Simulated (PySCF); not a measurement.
## Finite-field polarisability of Be (beryllium, neutral)

[He] 2s2, closed-shell 1S. All numbers are calculated (PySCF 2.14, the spin-free X2C one-electron Hamiltonian (Gaussian nucleus), in aug-cc-pVDZ-DK (4s3p2d, 23 functions)). Frozen: 1s2. Energy changes in a uniform field (μhartree):

```json
{"axis": "x", "F (au)": "0.0021", "HF": "-99.000", "MP2": "-92.804", "CCSD": "-83.134", "CCSD(T)": "-83.134"}
{"axis": "x", "F (au)": "0.0042", "HF": "-396.189", "MP2": "-371.399", "CCSD": "-332.717", "CCSD(T)": "-332.717"}
```

Problem. Derive α along x at CCSD(T) from the two fields.

Solution. With ΔE = −αF²/2 − γF⁴/24, α = −(16 ΔE(F) − ΔE(2F))/(6F²) = 37.70 bohr³.

Problem. And the mean polarisability at each level?

Solution. HF 44.89, MP2 42.08, CCSD 37.70, CCSD(T) 37.70 bohr³. Reference: 37.74 ± 0.03 bohr³ (recommended; Schwerdtfeger and Nagle, table of static dipole polarizabilities (2023 update)).

A double-zeta set is small for polarisabilities.
